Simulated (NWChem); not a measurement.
System: SiP$_{3}$H$_{7}$; SMILES P[SiH](P)P

NWChem input:

```
start job
memory heap 200 mb stack 900 mb global 1100 mb
geometry units angstroms noautosym nocenter noautoz
  Si    -0.035780     0.010984     0.495686
  P     -0.101710    -2.121676    -0.278183
  P     -1.823120     1.215062    -0.216862
  P      1.804498     1.125060    -0.236204
  H     -0.119831    -0.058923     1.988200
  H      0.293578    -1.746417    -1.599862
  H      1.232700    -2.437278     0.130574
  H     -2.760646     0.170148     0.053145
  H     -1.647227     0.834777    -1.583687
  H      2.700969     0.377665     0.589049
  H      1.668823     2.188091     0.710307
end
basis spherical
  * library 6-31g*
end
dft
  xc hfexch
  iterations 150
end
property
  shielding
end
task dft property
```

Output (shortened):

```
             Northwest Computational Chemistry Package (NWChem) 7.3.0
             --------------------------------------------------------

                             Geometry "geometry" -> ""
                             -------------------------

 Output coordinates in angstroms (scale by  1.889725989 to convert to a.u.)

  No.       Tag          Charge          X              Y              Z
 ---- ---------------- ---------- -------------- -------------- --------------
    1 Si                  14.0000    -0.03578000     0.01098400     0.49568600
    2 P                   15.0000    -0.10171000    -2.12167600    -0.27818300
    3 P                   15.0000    -1.82312000     1.21506200    -0.21686200
    4 P                   15.0000     1.80449800     1.12506000    -0.23620400
    5 H                    1.0000    -0.11983100    -0.05892300     1.98820000
    6 H                    1.0000     0.29357800    -1.74641700    -1.59986200
    7 H                    1.0000     1.23270000    -2.43727800     0.13057400
    8 H                    1.0000    -2.76064600     0.17014800     0.05314500
    9 H                    1.0000    -1.64722700     0.83477700    -1.58368700
   10 H                    1.0000     2.70096900     0.37766500     0.58904900
   11 H                    1.0000     1.66882300     2.18809100     0.71030700

 Effective nuclear repulsion energy (a.u.)     332.1407435560

  xc_inp: hfexch multiplicative factor not found.
                              NWChem Property Module
                              ----------------------

  itol2e modified to match energy
  convergence criterion.

                                 NWChem DFT Module
                                 -----------------

 Summary of "ao basis" -> "ao basis" (spherical)
 ------------------------------------------------------------------------------
       Tag                 Description            Shells   Functions and Types
 ---------------- ------------------------------  ------  ---------------------
 Si                          6-31g*                  8       18   4s3p1d
 P                           6-31g*                  8       18   4s3p1d
 H                           6-31g*                  2        2   2s

  itol2e modified to match energy
  convergence criterion.

            General Information
            -------------------
          SCF calculation type: DFT
          Wavefunction type:  closed shell.
          No. of atoms     :    11
          No. of electrons :    66
           Alpha electrons :    33
            Beta electrons :    33
          Charge           :     0
          Spin multiplicity:     1
          Use of symmetry is: off; symmetry adaption is: off
          Maximum number of iterations: 150
          AO basis - number of functions:    86
                     number of shells:    46
          Convergence on energy requested:  1.00D-07
          Convergence on density requested:  1.00D-05
          Convergence on gradient requested:  5.00D-04

              XC Information
              --------------
                     Hartree-Fock (Exact) Exchange  1.000

      Superposition of Atomic Density Guess
      -------------------------------------

 Sum of atomic energies:       -1314.19531589

      Non-variational initial energy
      ------------------------------

 Total energy =   -1315.470647
 1-e energy   =   -2480.633030
 2-e energy   =     833.021640
 HOMO         =      -0.270553
 LUMO         =       0.043243

   convergence    iter        energy       DeltaE   RMS-Dens  Diis-err
 ---------------- ----- ----------------- --------- --------- ---------
 d= 0,ls=0.0,diis     1  -1315.0903331895 -1.65D+03  6.37D-03  1.77D-01
 d= 0,ls=0.0,diis     2  -1315.1403815385 -5.00D-02  2.62D-03  1.88D-02
 d= 0,ls=0.0,diis     3  -1315.1457683666 -5.39D-03  1.11D-03  2.56D-03
 d= 0,ls=0.0,diis     4  -1315.1466148524 -8.46D-04  2.84D-04  1.03D-04
 d= 0,ls=0.0,diis     5  -1315.1466551227 -4.03D-05  9.51D-05  6.03D-06
  Resetting Diis
 d= 0,ls=0.0,diis     6  -1315.1466583880 -3.27D-06  2.04D-05  2.96D-07
 d= 0,ls=0.0,diis     7  -1315.1466585412 -1.53D-07  3.49D-06  1.96D-08
 d= 0,ls=0.0,diis     8  -1315.1466585495 -8.30D-09  1.91D-06  3.70D-09

         Total DFT energy =    -1315.146658549510
      One electron energy =    -2483.127559109560
           Coulomb energy =      926.636594560813
    Exchange-Corr. energy =      -90.796437556723
 Nuclear repulsion energy =      332.140743555960

 Numeric. integr. density =        0.000000000000

                       DFT Final Molecular Orbital Analysis
                       ------------------------------------

 Vector   31  Occ=2.000000D+00  E=-3.882668D-01
              MO Center=  7.5D-01,  4.9D-02, -2.1D-01, r^2= 6.2D+00
   Bfn.  Coefficient  Atom+Function         Bfn.  Coefficient  Atom+Function
  ----- ------------  ---------------      ----- ------------  ---------------
    63      0.381930   4 P  pz               64     -0.258543   4 P  s
    60     -0.247253   4 P  s                67      0.227644   4 P  pz
    25      0.218643   2 P  px               26      0.204286   2 P  py
    24     -0.171678   2 P  s                74     -0.151341   5 H  s
     9     -0.148845   1 Si pz               44     -0.147504   3 P  py

 Vector   32  Occ=2.000000D+00  E=-3.698405D-01
              MO Center= -5.4D-01,  8.5D-01, -1.3D-01, r^2= 5.5D+00
   Bfn.  Coefficient  Atom+Function         Bfn.  Coefficient  Atom+Function
  ----- ------------  ---------------      ----- ------------  ---------------
    44      0.373856   3 P  py                7      0.274512   1 Si px
    48      0.254525   3 P  py               63      0.211413   4 P  pz
    43     -0.206315   3 P  px               61     -0.188170   4 P  px
    42      0.185268   3 P  s                28      0.162566   2 P  s
    67      0.148820   4 P  pz               40     -0.143193   3 P  py

[...]

          -----------------------------------------
          Chemical Shielding Tensors (GIAO, in ppm)
          -----------------------------------------

                                NWChem CPHF Module
                                ------------------

  scftype          =     RHF
  nclosed          =       33
  nopen            =        0
  variables        =     1749
  # of vectors     =        3
  tolerance        = 0.10D-03
  level shift      = 0.00D+00
  max iterations   =       50
  max subspace     =       30

 SCF residual:    3.6983607744875036E-005

Iterative solution of linear equations
  No. of variables     1749
  No. of equations        3
  Maximum subspace       30
        Iterations       50
       Convergence  1.0D-04

   iter   nsub   residual    time
   ----  ------  --------  ---------
     1      3    8.81D-01      78.7
     2      6    1.22D-01      83.0
     3      9    2.14D-02      87.1
     4     12    4.60D-03      91.0
     5     15    7.02D-04      94.9
     6     18    1.08D-04      98.8
     7     21    2.08D-05     102.9

      Atom:    1  Si
        Diamagnetic
    881.9636     -0.1814      0.4505
     -0.1814    881.8643      0.1751
      0.4505      0.1751    875.1993

        Paramagnetic
   -405.9911     11.5873      7.6474
     11.5873   -422.0133     18.8219
      7.6474     18.8219   -448.3661

        Total Shielding Tensor
    475.9726     11.4059      8.0979
     11.4059    459.8510     18.9970
      8.0979     18.9970    426.8332

           isotropic =     454.2189
          anisotropy =      48.4826

          Principal Components and Axis System
                 1           2           3
              486.5407    458.0704    418.0456

      1         0.7951     -0.6046     -0.0486
      2         0.5385      0.7405     -0.4022
      3         0.2792      0.2936      0.9143

      Atom:    2  P
        Diamagnetic
    963.5780     -1.6156      0.7781
     -1.6156    970.2412      1.8052
      0.7781      1.8052    964.7223

        Paramagnetic
   -369.9074    -15.4276     33.5273
    -15.4276   -350.4853    -17.6902
     33.5273    -17.6902   -322.1856

        Total Shielding Tensor
    593.6706    -17.0433     34.3054
    -17.0433    619.7559    -15.8850
     34.3054    -15.8850    642.5367

           isotropic =     618.6544
          anisotropy =      76.9159

          Principal Components and Axis System
                 1           2           3
              669.9317    611.6042    574.4273

      1         0.4488      0.0092      0.8936
      2        -0.4047      0.8936      0.1941
      3         0.7967      0.4487     -0.4048

      Atom:    3  P
        Diamagnetic
    969.9860     -2.3436      1.2169
     -2.3436    964.4988     -1.5760
      1.2169     -1.5760    964.9148

        Paramagnetic
   -325.7006     12.8834    -43.6369
     12.8834   -364.7822    -27.3109
    -43.6369    -27.3109   -317.2370

        Total Shielding Tensor
    644.2854     10.5398    -42.4200
     10.5398    599.7166    -28.8869
    -42.4200    -28.8869    647.6778

           isotropic =     630.5599
          anisotropy =      99.2619

          Principal Components and Axis System
                 1           2           3
              696.7346    610.7784    584.1669

      1        -0.6369      0.7370      0.2261
      2        -0.2827     -0.4961      0.8209
      3         0.7172      0.4589      0.5244

      Atom:    4  P
        Diamagnetic
    969.7412      2.5704     -0.6624
      2.5704    967.0333     -0.1532
     -0.6624     -0.1532    961.6780

        Paramagnetic
   -336.9752    -31.6539     -0.2786
    -31.6539   -286.7209     14.2040
     -0.2786     14.2040   -387.6330

        Total Shielding Tensor
    632.7660    -29.0835     -0.9410
    -29.0835    680.3124     14.0507
     -0.9410     14.0507    574.0451

           isotropic =     629.0412
          anisotropy =      99.7171

          Principal Components and Axis System
                 1           2           3
              695.5193    619.5350    572.0693

      1        -0.4194      0.9063     -0.0530
      2         0.9014      0.4088     -0.1425
      3         0.1075      0.1075      0.9884

      Atom:    5  H
        Diamagnetic
     24.5066      0.0381     -0.7560
      0.0381     24.3210     -0.7496
     -0.7560     -0.7496     37.5345

        Paramagnetic
      0.6211      0.3450      0.2815
      0.3450      0.6843      0.5543
      0.2815      0.5543     -4.8476

        Total Shielding Tensor
     25.1276      0.3831     -0.4745
      0.3831     25.0053     -0.1953
     -0.4745     -0.1953     32.6870

           isotropic =      27.6066
          anisotropy =       7.6744

          Principal Components and Axis System
                 1           2           3
               32.7229     25.4218     24.6752

      1        -0.0638      0.7498     -0.6586
      2        -0.0284      0.6583      0.7522
      3         0.9976      0.0667     -0.0207

      Atom:    6  H
        Diamagnetic
     23.9313     -0.0614     -3.3876
     -0.0614     27.3705     -0.1789
     -3.3876     -0.1789     37.7716

        Paramagnetic
      3.0994     -0.3675      1.5086
     -0.3675      1.6008      0.0427
      1.5086      0.0427     -1.3415

        Total Shielding Tensor
     27.0307     -0.4289     -1.8790
     -0.4289     28.9712     -0.1362
     -1.8790     -0.1362     36.4301

           isotropic =      30.8107
          anisotropy =       8.9722

          Principal Components and Axis System
                 1           2           3
               36.7922     29.0546     26.5853

      1        -0.1887     -0.1821      0.9650
      2        -0.0068      0.9829      0.1841
      3         0.9820     -0.0282      0.1867

      Atom:    7  H
        Diamagnetic
     36.1916     -5.3283      4.0596
     -5.3283     29.2073     -0.6968
      4.0596     -0.6968     24.4312

        Paramagnetic
     -1.8489      1.1427     -0.9498
      1.1427      1.2172     -0.1089
     -0.9498     -0.1089      2.6319

        Total Shielding Tensor
     34.3427     -4.1856      3.1098
     -4.1856     30.4245     -0.8057
      3.1098     -0.8057     27.0631

           isotropic =      30.6101
          anisotropy =      10.8998

          Principal Components and Axis System
                 1           2           3
               37.8767     28.2061     25.7476

      1         0.8255      0.3660     -0.4296
      2        -0.4933      0.8377     -0.2342
      3         0.2742      0.4053      0.8721

      Atom:    8  H
        Diamagnetic
     35.5024      5.8107     -1.4919
      5.8107     30.3462     -2.2825
     -1.4919     -2.2825     23.6645

        Paramagnetic
     -0.4489     -1.5544     -0.2226
     -1.5544     -0.1840      0.4453
     -0.2226      0.4453      2.9569

        Total Shielding Tensor
     35.0535      4.2563     -1.7146
      4.2563     30.1622     -1.8372
     -1.7146     -1.8372     26.6214

           isotropic =      30.6124
          anisotropy =      11.1203

          Principal Components and Axis System
                 1           2           3
               38.0259     27.9723     25.8389

      1         0.8393     -0.5434     -0.0171
      2         0.5027      0.7636      0.4053
      3        -0.2072     -0.3488      0.9140

      Atom:    9  H
        Diamagnetic
     26.4773     -1.8330      1.0473
     -1.8330     24.5069      1.6137
      1.0473      1.6137     38.7181

        Paramagnetic
      2.4454      0.9911     -0.6921
      0.9911      2.4574     -1.0642
     -0.6921     -1.0642     -1.7225

        Total Shielding Tensor
     28.9227     -0.8419      0.3552
     -0.8419     26.9643      0.5495
      0.3552      0.5495     36.9956

           isotropic =      30.9609
          anisotropy =       9.1148

          Principal Components and Axis System
                 1           2           3
               37.0374     29.2323     26.6128

      1         0.0384      0.9359      0.3501
      2         0.0512     -0.3517      0.9347
      3         0.9979     -0.0179     -0.0614

      Atom:   10  H
        Diamagnetic
     34.7197     -3.6115      5.9306
     -3.6115     28.2068     -3.7156
      5.9306     -3.7156     26.4070

        Paramagnetic
     -0.3442      0.7207     -1.5183
      0.7207      1.8082      1.6825
     -1.5183      1.6825      1.3130

        Total Shielding Tensor
     34.3755     -2.8909      4.4122
     -2.8909     30.0150     -2.0331
      4.4122     -2.0331     27.7200

           isotropic =      30.7035
          anisotropy =      11.0803

          Principal Components and Axis System
                 1           2           3
               38.0904     28.5797     25.4404

      1         0.8135      0.4240     -0.3981
      2        -0.3980      0.9049      0.1506
      3         0.4241      0.0360      0.9049

      Atom:   11  H
        Diamagnetic
     26.4450      1.6170      0.0038
      1.6170     34.8767      7.8481
      0.0038      7.8481     28.0998

        Paramagnetic
      1.6852     -0.6879      0.4023
     -0.6879      0.0296     -2.1036
      0.4023     -2.1036      0.3569

        Total Shielding Tensor
     28.1302      0.9291      0.4060
      0.9291     34.9064      5.7446
      0.4060      5.7446     28.4567

           isotropic =      30.4978
          anisotropy =      11.8060

          Principal Components and Axis System
                 1           2           3
               38.3684     28.0359     25.0889

[...]
```

Level: Hartree-Fock/6-31G* (spherical d), GIAO. All runs use the structure optimised with PBE0/def2-SVP. The printed shielding anisotropy is the first printed principal value minus the mean of the other two.
